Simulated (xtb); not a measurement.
H$_{3}$Si (SMILES [SiH3]), doublet, geometry from GFN2-xTB. Base run: GFN2-xTB in xtb.

Input for xtb:
```
$ xtb mol.xyz --gfn 2 --uhf 1 --json

# file mol.xyz
4

Si     0.00172380     0.00046639     0.05606838
H     -0.01025152     1.41163100    -0.27334508
H      1.21691602    -0.70748096    -0.29344641
H     -1.23079768    -0.71067955    -0.21816587
```

Variants of this job, named by their change:

```tsv
change	ΔE vs base (mEh)	dipole (D)	G_solv (kcal/mol)	SCF cycles
base	0.000	0.14	-	9
gbsa = thf	0.148	0.13	0.04	9
acc = 0.1	0.000	0.14	-	10
acc = 1000	0.000	0.14	-	5
alpb = chcl3	1.490	0.14	0.93	9
alpb = methanol	1.526	0.13	0.93	9
```

ALPB and GBSA are two models with their own fitted parameters for each solvent, which aren't always the measured dielectric constant.
